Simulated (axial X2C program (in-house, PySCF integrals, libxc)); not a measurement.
**NiH⁻: from Re and ωe to a spectrum**

A bond curve at the PBE0 level, 2c, was computed with an axial X2C code built on PySCF integrals (basis Ni dyall-av3z [10s10p7d3f2g], H dyall-av3z [7s3p2d] (cores contracted in-house)) for the state Ω = 3 (⟨Sz⟩ = 1.00, ⟨Lz⟩ = 2.00 at PBE0). Its fit gives Re = 1.5234 Å, ωe = 1662.7 cm⁻¹, ωexe = 45.2 cm⁻¹ and αe = 3.020e-01 cm⁻¹; the masses are 57.9353 and 1.0078 u. Two-component means X2C with spin–orbit coupling and atomic mean-field Coulomb and Gaunt terms.

Problem. Find the reduced mass, Be and the force constant.

Solution. From the PBE0 values: μ = 0.9906 u. Be = 16.8576/(μ Re²) = 7.333 cm⁻¹. k = 5.8918×10⁻⁷ μ ωe² = 1.61 mdyn/Å.

Problem. Scale the constants to the deuteride (D 2.0141 u) within the Born–Oppenheimer picture.

Solution. ρ = √(μH/μD) = 0.7134; ωe = 1186.1, ωexe = 23, Be = 3.732 cm⁻¹; the zero-point energy falls by 233 cm⁻¹.

Problem. Where do the fundamental and the first overtone lie?

Solution. ν(1←0) = ωe − 2ωexe = 1572.3 cm⁻¹; ν(2←0) = 2ωe − 6ωexe = 3054.2 cm⁻¹.

Problem. A Morse curve ties αe to the other constants (Pekeris). How well does that hold?

Solution. αe(Morse) = 6Be²/ωe × (√(ωexe/Be) − 1) = 2.877e-01 cm⁻¹; the PBE0 curve gives 3.020e-01 cm⁻¹, a ratio of 0.95.

Problem. Estimate the centrifugal constant by the Kratzer relation.

Solution. D = 4Be³/ωe² = 5.71e-04 cm⁻¹.

The state is one determinant whose occupation by symmetry is held fixed; it was picked as the lowest of a PBE0 search that is not exhaustive. Density functionals use the spin component along the axis (collinear). Other states lie close and PBE0, whose exact exchange favours high spin, may order them wrongly; the determinant shown need not be the ground state. The nearest other spin-free determinant of the search, M_S = 1, Λ = 1, lies 0.04 eV up at the distance of the search. Without a current term, density functionals place determinants with orbital angular momentum somewhat too high. With several unpaired electrons one determinant need not be a pure state. A state of lower Ω lies just above, and one determinant can place such states too high, so the state shown need not be the lowest. The search has Ω = 2 only 0.07 eV up. The highest occupied level of some functionals is positive through self-interaction error; at Hartree–Fock it is bound.
